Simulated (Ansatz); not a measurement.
A structure relaxed at PBE-D4/def2-SVPD in Ansatz, charge -1, doublet:

```xyz
7

Ag   -2.018   -3.763   -1.725
Ag    1.049    3.967    2.090
Ag    0.548    1.421    0.707
Ag   -0.578   -1.416   -0.693
O    -0.131   -3.036   -1.774
O    -0.984    0.205    0.377
O     2.114    2.622    1.018
```

Q: Give its formula and point group.

A: Ag₄O₃⁻. Point group C2v (tolerance 0.1 Å).

Q: Summarise the bond lengths by kind (pairs closer than 1.2 times the sum of covalent radii, bridged metal pairs left out).

A: 6 × Ag–O 1.98 to 2.02 Å.

In the def2 sets Ag takes a core potential; there is no spin–orbit coupling. Another isomer (doublet) lies 1.51 eV lower at PBE0-D4/def2-TZVPD; other spin states weren't run for this one.
